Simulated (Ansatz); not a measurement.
Reaction (isomerisation): `BOC(C)[SiH3]` → `BOC[SiH2]C`

Gas-phase electronic energies from Ansatz, PBE0-D4/def2-TZVP geometries. CBS: MP2 limit from def2 TZ/QZ plus the TZ coupled-cluster correction, frozen cores. Functionals use def2-TZVPP. B3LYP here is the variant with VWN-RPA as its local correlation; programs differ in this. One conformer a species, not always the lowest.

`BOC(C)[SiH3]`:

Cartesian coordinates in Å:
```
B 1.217 -0.042 1.971
O 0.911 -0.409 0.720
C -0.279 0.037 0.058
C -1.119 -1.166 -0.316
Si 0.251 1.072 -1.445
H 0.478 0.681 2.587
H 2.241 -0.465 2.424
H -0.843 0.682 0.746
H -0.566 -1.839 -0.975
H -2.029 -0.851 -0.833
H -1.410 -1.726 0.576
H 1.097 2.207 -0.995
H -0.964 1.599 -2.124
H 1.015 0.220 -2.393
```

`BOC[SiH2]C`:

Cartesian coordinates in Å:
```
B -0.445 -1.881 1.710
O -0.115 -1.383 0.511
C 0.958 -0.459 0.338
Si 0.281 1.220 -0.219
C -0.729 1.041 -1.777
H 0.188 -1.577 2.688
H -1.380 -2.627 1.745
H 1.533 -0.362 1.266
H 1.630 -0.868 -0.425
H 1.449 2.122 -0.430
H -0.550 1.771 0.887
H -0.113 0.681 -2.603
H -1.169 1.996 -2.073
H -1.539 0.325 -1.619
```

| level | ΔE (kcal/mol) | difference from CCSD(T)/CBS |
| --- | --- | --- |
| PBE-D4 | -8.5 | -0.3 |
| r2SCAN-D4 | -8.9 | -0.7 |
| PBE0-D4 | -8.6 | -0.4 |
| B3LYP-D4 | -8.4 | -0.2 |
| ωB97X-V | -8.1 | 0.1 |
| ωB97M-V | -8.7 | -0.5 |
| B2PLYP | -8.6 | -0.4 |
| PBE | -8.8 | -0.6 |
| r2SCAN | -9.0 | -0.8 |
| PBE0 | -8.9 | -0.7 |
| B3LYP | -8.9 | -0.7 |
| HF/def2-TZVPP | -8.2 | 0.0 |
| MP2/def2-TZVPP | -8.2 | 0.0 |
| SCS-MP2/def2-TZVPP | -7.8 | 0.4 |
| CCSD/def2-TZVPP | -8.0 | 0.2 |
| CCSD(T)/def2-TZVPP | -7.9 | 0.3 |
| HF/def2-QZVPP | -8.2 | 0.0 |
| MP2/def2-QZVPP | -8.4 | -0.2 |
| SCS-MP2/def2-QZVPP | -8.0 | 0.2 |
| HF/CBS(def2) | -8.2 | 0.0 |
| MP2/CBS(def2) | -8.5 | -0.3 |
| CCSD/CBS(def2) | -8.3 | -0.1 |
| CCSD(T)/CBS | -8.2 | 0 |

Largest T1 diagnostic among the species: 0.013.
